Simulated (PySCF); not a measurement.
**Stationary points of VF₅**

Level of theory: PySCF, PBE, basis V def2-SVP, F def2-SVP (no relativity, density fitting).

Relaxations began from a few typed shapes. The search is not exhaustive: other isomers or separated fragments can lie lower, and high-lying points may rest on an excited occupation.

Q: Which is the lowest minimum found?
A. singlet D3h: V–F 1.711 Å (×3), V–F 1.748 Å (×2); F–V–F 90.0° (×6), F–V–F 120.0° (×3), F–V–F 180.0°
B. singlet C4v: V–F 1.690 Å, V–F 1.736 Å (×4); F–V–F 86.1° (×4), F–V–F 105.0° (×4), F–V–F 149.9° (×2)

A: A. The others lie at 7.8 (singlet C4v, a saddle point) kJ/mol above it.

Formally V is in oxidation state +5, d0. The polar-tensor charge on V, 2.46, is far below the formal one.

For the lowest minimum: stability towards spin polarisation was not tested.
